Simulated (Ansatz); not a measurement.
Pulling on the O3–H4 bond in H2OPb (SMILES [OH][PbH]) (multiplicity 1 held, fragments rigid). Energies count from the point at 0.964 Å.
Geometry at that point (charge 0, multiplicity 1):
```xyz
4

Pb    -0.120    -0.102     0.141
H     -1.486     0.021    -1.143
O      1.299     0.894    -1.058
H      0.945     1.158    -1.914
```

R- and RO- levels are restricted; in cc, def2 and unpolarised 6-31G sets they are followed outwards from rest. Unrestricted levels (U-) break spin symmetry where that is lower. Curves can end on different states.

Programs: Ansatz (a program for electronic structure) with Gaussian orbitals. Each number belongs to the level named beside it. In def2 rows elements past Kr take small-core potentials, without spin–orbit coupling.

Task: One of these levels gives 113.71 kcal/mol for the energy at R = 3.084 Å. Which one is it?
(A) R-B3LYP/def2-TZVPP
(B) U-B3LYP/def2-TZVPP
(C) R-HF/def2-TZVPP
(D) R-PBE/def2-TZVPP

Result: B, U-B3LYP/def2-TZVPP. The others give 211.99 (R-HF/def2-TZVPP), 140.70 (R-PBE/def2-TZVPP), 157.01 (R-B3LYP/def2-TZVPP)

Doubts at one or more of the structures used: a restricted determinant that unrestricted orbitals would lower (R-HF/def2-TZVPP, R-PBE/def2-TZVPP, R-B3LYP/def2-TZVPP); a spin-contaminated determinant (U-B3LYP/def2-TZVPP).
